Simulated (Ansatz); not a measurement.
Ansatz (an electronic-structure program) input (PBE/6-311+G**): The .json file is the Basis Set Exchange's 6-311+G**.

Ansatz 0.2 input:
```yaml
crystal:
  periodic: [false, false, false]
  atoms:
    - {symbol: C, position_ang: [-0.00000000, -0.00000000, -1.23960500]}
    - {symbol: N, position_ang: [0.00000000, 0.00000000, 0.00000000]}
    - {symbol: C, position_ang: [0.00000000, 0.00000000, 1.23960500]}
basis:
  gaussian:
    orbitals: 6-311+G__.json
hamiltonian:
  xc: {name: PBE}
magnetization: {spin_polarized: true, initial_magnetization: 1}
output: {forces: true}
```

Output:

```
Functional definition: PBE
integrals: 0.01 GiB planned
540 factors; their error is unknown
mean field: 0.14 GiB planned
mean field evaluation 1: about -3550.4111 eV, gradient 3.3e1 eV
mean field evaluation 2: about -3542.1973 eV, gradient 5.3e1 eV
mean field evaluation 4: about -3554.5095 eV, gradient 1.4e0 eV
mean field evaluation 8: about -3554.5009 eV, gradient 5.5e-2 eV
mean field evaluation 16: about -3554.5009 eV, gradient 1.8e-5 eV
mean field -3554.50090834 eV, -130.6254990541 hartree, gradient 4.0e-6 eV, S^2 0.758068; 2 other end points of the search recorded, 0 dependent functions left out
the calculation of the forces begins
reference -3554.50096082 eV, -130.6255009829 hartree; 10, 9 occupied and 56, 57 virtual orbitals, 540 factors
Total energy: -3554.50096082 eV, -130.6255009829 hartree
Atom 0 at    -0.000000    -0.000000    -1.239605 Å, force     0.000000    -0.000000    -1.292091 eV/Å
Atom 1 at     0.000000     0.000000     0.000000 Å, force     0.000000     0.000000    -0.000000 eV/Å
Atom 2 at     0.000000     0.000000     1.239605 Å, force    -0.000000    -0.000000     1.292091 eV/Å
Dipole moment:    -0.000000     0.000000    -0.000000 e Å
```

The geometry given is a B3LYP-D3(BJ)/def2-TZVP minimum.
